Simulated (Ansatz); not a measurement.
# Worked example: In(CH3)2F + Mg(CH3)(NH2) → In(CH3)2(NH2) + Mg(CH3)F

Species: In(CH3)2F, singlet; Mg(CH3)(NH2), singlet; In(CH3)2(NH2), singlet; Mg(CH3)F, singlet. The partners trade F for NH2: In–F and Mg–NH2 bonds give way to In–NH2 and Mg–F.

Shapes, held fixed at every level: PBE0-D4/def2-TZVP. Programs: Ansatz 0.2.0. Electronic energies: no zero-point or thermal term.

At CCSD(T)/def2-TZVPP; 1 Eh = 2625.50 kJ/mol:

| species | energy (Eh) |
| --- | --- |
| In(CH3)2F | -368.936234 |
| Mg(CH3)(NH2) | -295.540771 |
| In(CH3)2(NH2) | -325.042736 |
| Mg(CH3)F | -339.456721 |

Work out ΔE of the reaction at this level.


1. Products less reactants: (-325.042736) + (-339.456721) − [(-368.936234) + (-295.540771)] = -0.022452 Eh = -58.9 kJ/mol.

Other levels give -58.4 (HF/def2-SVP) to -50.8 kJ/mol (r2SCAN-D4/def2-TZVPP). No measured value is set beside it here. For atoms past krypton def2 sets carry core potentials with scalar relativity. Outer-core shells of In, Mg are correlated in most correlated rows, in sets that cover them unevenly.
